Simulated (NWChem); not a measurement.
System: C3H8Mg; SMILES C[CH]([MgH])C

Input file for NWChem:

```
start job
memory heap 200 mb stack 900 mb global 1100 mb
geometry units angstroms noautoz
  Mg     0.000885     1.695386     0.259851
  H      0.002844     3.361654     0.696806
  C     -0.001659    -0.368851    -0.269956
  C     -1.270283    -1.104376     0.202981
  C      1.262496    -1.109186     0.207633
  H      0.000458    -0.398934    -1.372045
  H     -1.267580    -2.163337    -0.108610
  H     -1.363272    -1.105942     1.298407
  H     -2.189729    -0.657147    -0.198302
  H      2.185093    -0.665349    -0.190150
  H      1.256886    -2.168086    -0.104094
  H      1.351411    -1.111236     1.303401
end
basis spherical
  Mg library 6-31g*
  H library 6-31g*
  C library 6-31g*
end
dft
  xc b3lyp
  iterations 150
  mulliken
end
task dft energy
```

The geometry was optimised at B3LYP/6-31G* (spherical d).

Problem. Predict the main results of this run. (B3LYP/6-31G* (spherical d).) Quantities: energy (Ha); highest occupied level (eV); orbital gap (eV); dipole (D).

Solution. 
```json
{
 "energy (Ha)": "-319.18",
 "highest occupied level (eV)": "-5.76",
 "orbital gap (eV)": "5.21",
 "dipole (D)": "0.62"
}
```
